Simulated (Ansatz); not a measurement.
A structure relaxed at PBE-D4/def2-SVP in Ansatz, charge 0, singlet:

```xyz
32

C     1.834   -2.432   -4.489
C     0.976   -2.556   -3.261
C     0.257   -3.690   -2.915
S    -0.628   -3.493   -1.443
C    -0.044   -1.846   -1.239
C    -0.422   -1.019   -0.115
S     0.251    0.596   -0.008
C    -0.597    0.941    1.487
C    -0.488    2.211    2.169
S    -1.504    2.501    3.572
C    -0.842    4.078    3.809
C     0.111    4.374    2.856
C     0.328    3.324    1.909
C     1.317    3.423    0.783
C    -1.357   -0.168    1.857
C    -1.272   -1.277    0.973
C    -2.012   -2.564    1.200
C     0.798   -1.515   -2.300
H     1.469   -1.621   -5.154
H     2.884   -2.184   -4.223
H     1.845   -3.371   -5.075
H     0.201   -4.641   -3.460
H    -1.194    4.700    4.640
H     0.656    5.328    2.825
H     1.881    4.374    0.840
H     0.821    3.385   -0.210
H     2.053    2.591    0.802
H    -1.971   -0.182    2.769
H    -2.619   -2.509    2.124
H    -1.319   -3.426    1.300
H    -2.695   -2.802    0.358
H     1.280   -0.529   -2.382
```

(1) Give its formula, name or SMILES.

(2) Summarise the bond lengths by kind (pairs closer than 1.2 times the sum of covalent radii, bridged metal pairs left out).

Answers

(1) `Cc1csc(-c2sc(-c3sccc3C)cc2C)c1`.

(2) 14 × C–C 1.38 to 1.50 Å; 6 × C–S 1.73 to 1.76 Å; 14 × C–H 1.10 to 1.11 Å.
